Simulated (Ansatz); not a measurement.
Conformers of `[OH][Ga]([OH])[O][SiH3]`, each relaxed with PBE0-D4/def2-TZVP in Ansatz. CBS adds the triple-zeta coupled-cluster correction to the MP2 limit.

Outer-core shells of Ga are correlated without core-valence functions. Scalar relativity is left out up to krypton. Spin–orbit coupling is left out.

Not all of them had a frequency check.

Conformer A:

Z-matrix (Å, degrees):
```
Si
O 1 1.636
H 1 1.486 2 108.1
H 1 1.488 2 111.1 3 119.6
H 1 1.488 2 111.1 3 -119.5
Ga 2 1.766 1 138.2 3 -179.1
O 6 1.772 2 119.8 1 -179.8
O 6 1.769 2 119.1 1 0.2
H 7 0.960 6 113.1 2 0.0
H 8 0.960 6 113.4 2 180.0
```

Conformer B:

Z-matrix (Å, degrees):
```
Si
O 1 1.631
H 1 1.486 2 110.2
H 1 1.495 2 110.7 3 119.8
H 1 1.486 2 110.1 3 -120.5
Ga 2 1.779 1 136.7 3 -119.5
O 6 1.765 2 118.7 1 179.7
O 6 1.768 2 121.6 1 -0.4
H 7 0.960 6 112.4 2 -0.1
H 8 0.960 6 113.0 2 0.1
```

(1) Which is lowest in electronic energy at CCSD(T)/CBS (frozen core, def2 sets), and by how much? (Estimate.)

(2) Give the energies relative to A (kJ/mol) with PBE-D4/def2-TZVPP, ωB97M-V/def2-TZVPP, B2PLYP/def2-TZVPP, PBE/def2-TZVPP, MP2/def2-TZVPP, CCSD/def2-TZVPP, HF/CBS(def2). (Estimate.)

Answers

(1) The calculation gave: A; B lies 2.7 kJ/mol higher.

(2) The calculation gave: 
```json
{"level": "PBE-D4/def2-TZVPP", "B": "1.5"}
{"level": "ωB97M-V/def2-TZVPP", "B": "2.4"}
{"level": "B2PLYP/def2-TZVPP", "B": "3.1"}
{"level": "PBE/def2-TZVPP", "B": "1.8"}
{"level": "MP2/def2-TZVPP", "B": "2.6"}
{"level": "CCSD/def2-TZVPP", "B": "3.2"}
{"level": "HF/CBS(def2)", "B": "5.1"}
```
